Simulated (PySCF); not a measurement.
Electric field gradients and quadrupole coupling constants

Compound: C₅H₃F₃O.
Geometry (GFN2-xTB, Å), atoms numbered from 1 in this order:
```xyz
12
C5H3F3O angstrom
O      3.2184    0.7942   -0.2805
C      2.3009    0.1475    0.0143
C      1.3030   -0.6097    0.3410
C      0.0554   -0.7759   -0.4983
C     -1.0983   -0.0684    0.1458
F     -1.5659   -0.6360    1.2739
C     -1.6494    1.0622   -0.2763
F     -2.6519    1.7098    0.2962
F     -1.2518    1.6872   -1.3794
H      1.3200   -1.0996    1.3007
H      0.2110   -0.3735   -1.4979
H     -0.1901   -1.8385   -0.5684
```

Field gradients from the B3LYP/pcJ-1 density (PySCF, non-relativistic), principal values in atomic units, ordered |Vxx| ≤ |Vyy| ≤ |Vzz|:

```
atom     Vxx     Vyy      Vzz
  O1  0.3182  0.8292  -1.1475
```

Find the asymmetry η = (Vxx − Vyy)/Vzz and the couplings χ = eQV/h (234.96 MHz × Q in barn × V in au), with Q(17O) = −0.0256 b.

```
atom         environment  nucleus     η  χzz (MHz)  χxx (MHz)  χyy (MHz)
  O1  oxygen bonded to C      17O  0.45       6.90      -1.91      -4.99
```

What is Vzz at O1 in SI units (1 au = 9.71736 × 10²¹ V/m²)?

-1.1475 au = -11.150 × 10²¹ V/m².

What couplings would deuterons (Q(2H) = 0.00286 b) have in place of the hydrogens, at this geometry?

| atom | bonded to | bond length (Å) | Vzz (au) | η | χzz (kHz) |
| --- | --- | --- | --- | --- | --- |
| H10 | C3 | 1.078 | 0.3258 | 0.16 | 219 |
| H11 | C4 | 1.089 | 0.2904 | 0.05 | 195 |
| H12 | C4 | 1.093 | 0.2861 | 0.02 | 192 |

Isolated species at its GFN2-xTB geometry (one conformer only). GFN2-xTB bond lengths can be off by several hundredths of an ångström, more for odd bonds, and the gradients follow them. The basis is small and wasn't made for field gradients, so the couplings can be 20 % off.

The run behind these numbers computed spin–spin couplings as well. The run took 58 s wall on one thread, Arm Neoverse V1, no GPU (shared host).
